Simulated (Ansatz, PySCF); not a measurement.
Pulling on the Be1–H2 bond in C2H6Be (SMILES [BeH][CH2]C) (multiplicity 1 held, fragments rigid). Energies count from the point at 1.332 Å.
Geometry at that point (charge 0, multiplicity 1):
```
atom    x (Å)    y (Å)    z (Å)
----  -------  -------  -------
Be    -1.4452  -0.3387   0.7701
H     -2.6893  -0.1958   1.2244
C      0.1257  -0.5230   0.1984
C      0.7015   0.6578  -0.6109
H      0.1697  -1.4350  -0.4126
H      0.7852  -0.7314   1.0519
H      0.7254   1.5770  -0.0208
H      0.1033   0.8659  -1.5011
H      1.7234   0.4649  -0.9477
```

R- and RO- levels are restricted; in cc, def2 and unpolarised 6-31G sets they are followed outwards from rest. U- levels take the lowest unrestricted solution at each point, which mixes spins at long bonds. Levels need not reach the same state.

Rows in 6-31G* carry no dispersion term and start afresh at each structure (6-31G* with six Cartesian d functions).

The values were computed with Ansatz (a program for electronic structure); PySCF for 6-31G* rows. 

Energies in kcal/mol.

| R (Å) | R-HF/6-31G* | R-B3LYP/6-31G* | U-B3LYP/aug-cc-pVTZ | R-wB97X-V/aug-cc-pVTZ |
|---|---|---|---|---|
| 1.066 | 20.4 | 19.0 | 18.1 | 19.2 |
| 1.199 | 4.3 | 3.9 | 3.6 | 4.1 |
| 1.332 | 0.0 | 0.0 | 0.0 | 0.0 |
| 1.465 | 2.5 | 2.6 | 2.7 | 2.4 |
| 1.599 | 9.0 | 8.8 | 8.9 | 8.4 |
| 1.798 | 22.4 | 21.4 | 21.4 | 21.0 |
| 1.998 | 37.5 | 35.3 | 35.0 | 35.0 |
| 2.331 | 62.5 | 57.5 | 56.7 | 57.9 |
| 2.664 | 85.4 | 76.8 | 74.6 | 78.4 |
| 3.064 | 109.1 | 95.2 | 86.5 | 98.9 |
| 3.597 | 134.8 | 112.8 | 93.1 | 120.0 |
| 4.263 | 158.8 | 126.7 | 95.7 | 138.6 |

Doubts at one or more of the structures used: a restricted determinant that unrestricted orbitals would lower (R-HF/6-31G*, R-B3LYP/6-31G*, R-wB97X-V/aug-cc-pVTZ); a spin-contaminated determinant (U-B3LYP/aug-cc-pVTZ).
